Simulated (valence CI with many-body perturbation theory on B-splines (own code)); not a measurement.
The numbers below are computed, except where a source is named.
# Sensitivity of CI+MBPT for Ru XXII

Level of theory: configuration interaction combined with many-body perturbation theory (CI+MBPT): five valence electrons over a frozen Dirac-Fock core [Ar], a basis of 6 s, 6 p, 5 d, 5 f, 1 g functions for each j, with the one-electron correlation potential Σ1 (screened to all orders), the two-electron term Σ2, the three-electron term Σ3, Breit, model QED; selected single and double excitations, second order for the rest (own B-spline code, finite nucleus).

No measured spectrum was set against this ion. As an estimate, terms of the open shell hold to 2 to 4 % of their energy, and close levels can change places. Among the levels kept, up to 380 cm⁻¹ of a level comes from second order outside the variational space, and about a tenth of that is noise between levels of different J, which matters for small intervals. Only levels of the ground parity were solved; by the run's estimate the other parity begins above the list, which can be wrong where configurations are misplaced.

The reference run has the lowest level 3d⁵ ⁶S_5/2 and an ionisation energy of 980.626 eV. Its largest variational space holds 9998 state functions.

Names give the largest LS component (configuration and term), which can be under half, so a name can repeat, a term be missing and a line seem to break the LS rules; names also repeat where a configuration has a term twice. Letters in brackets count levels of one name in rising energy.

Changed runs:
A. scale of Σ1 1 → 0; scale of Σ2 1 → 0; three-electron term on → off
B. core polarisation of operators on → off; box radius (bohr) 5.2095 → 2.95
C. hole-hole ladder in Σ2 on → off
D. cutoff of virtual states (hartree) 3872 → 112.67 (bad on purpose)

Excitation energies of the reference run in cm⁻¹, and shifts in cm⁻¹:

| Level | Reference | A | B | C | D |
| --- | --- | --- | --- | --- | --- |
| 3d⁵ ⁴G_5/2 [a] | 87066 | +5829 | +10 | +3502 | +174 |
| 3d⁵ ⁴G_7/2 | 104136 | +3760 | +9.3 | +180 | +246 |
| 3d⁵ ⁴G_11/2 | 106200 | +3177 | +9.2 | -1010 | +151 |
| 3d⁵ ⁴P_3/2 | 108457 | +5734 | +9.5 | +5620 | +49 |
| 3d⁵ ⁴G_5/2 [b] | 109265 | +4029 | +9.0 | +2590 | +167 |
| 3d⁵ ⁴G_9/2 | 110491 | +2910 | +8.9 | -896 | +133 |
| 3d⁵ ⁴P_1/2 | 119420 | +5229 | +10 | +6415 | -2.9 |
| 3d⁵ ⁴D_7/2 | 132798 | +4627 | +9.0 | +2187 | +159 |
| 3d⁵ ⁴D_5/2 | 142278 | +5106 | +11 | +5210 | +124 |
| 3d⁵ ⁴D_1/2 | 148174 | +4593 | +9.3 | +4256 | +15 |
| 3d⁵ ⁴D_3/2 | 152289 | +4366 | +10 | +5543 | -19 |
| 3d⁵ ²I_11/2 | 152951 | +3057 | +14 | -3315 | +221 |
| Ionisation energy (eV) | 980.626 | -10.618 | +0.00048 | -0.275 | -0.323 |
